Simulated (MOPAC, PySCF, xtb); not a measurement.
Conformational energy of SMILES CO[SiH2]C#N. Scanned: dihedral C1–O2–Si3–C4; all other coordinates were relaxed at B3LYP-D3(BJ)/def2-SVP. Points at φ and −φ are mirror images. Heavy atoms are numbered in the order of the SMILES CO[SiH2]C#N, hydrogens after them in the order of the atoms that carry them; the mirror image has the same energies with the sign of each dihedral reversed. Each profile is relative to its own lowest point.

```csv
φ / °,A,B,C
-150,10.2,7.7,7.5
-120,10.1,5.2,7.2
-90,1.9,7.9,2.7
-60,0.0,8.8,0.0
-30,9.5,4.3,2.8
0,17.9,0.0,5.7
30,9.5,4.3,2.8
60,0.0,8.8,0.0
90,1.9,7.9,2.7
120,10.1,5.2,7.2
150,10.2,7.7,7.5
180,9.0,8.7,6.7
```

Energies in kJ/mol.

**Question.** Match the curves with the methods xtb 6.7.1 with GFN1-xTB // B3LYP-D3(BJ)/def2-SVP; PM3, restricted, heats of formation // B3LYP-D3(BJ)/def2-SVP in MOPAC; restricted B3LYP/6-31G*, spherical d // B3LYP-D3(BJ)/def2-SVP run with PySCF.

**Answer.** A is PM3; B is GFN1-xTB; C is RKS-B3LYP/6-31G*.
